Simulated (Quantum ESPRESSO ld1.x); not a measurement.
The nuclear charge of the rhodium ion Rh+ is varied continuously with 44 electrons held in [Kr] 4d8. All-electron calculation, scalar-relativistic Kohn-Sham, BLYP, spin-unpolarised, spherical densities, point nucleus. Program: ld1.x of Quantum ESPRESSO 7.5. By the Hellmann-Feynman theorem dE/dZ = E(electron-nucleus)/Z, the electronic potential at the nucleus. The scalar-relativistic energy here is not variational (the density holds large components alone), so the two differ by a part that grows with Z.

| Z | E (hartree) | E(electron-nucleus)/Z (hartree) | HOMO | e(HOMO) (eV) | <r> HOMO (bohr) |
|---|---|---|---|---|---|
| 44.6 | -4682.223 | -253.215 | 4d | -8.915 | 1.646 |
| 44.8 | -4733.156 | -254.780 | 4d | -11.154 | 1.597 |
| 45 | -4784.404 | -256.344 | 4d | -13.529 | 1.552 |
| 45.2 | -4835.967 | -257.906 | 4d | -16.034 | 1.512 |
| 45.4 | -4887.845 | -259.469 | 4d | -18.661 | 1.475 |
| 45.6 | -4940.037 | -261.030 | 4d | -21.407 | 1.440 |
| 45.8 | -4992.544 | -262.592 | 4d | -24.266 | 1.408 |
| 46 | -5045.365 | -264.154 | 4d | -27.234 | 1.378 |

The central difference of E at Z = 45 is -257.028 hartree, to compare with the third column; the second derivative is -7.87 hartree.
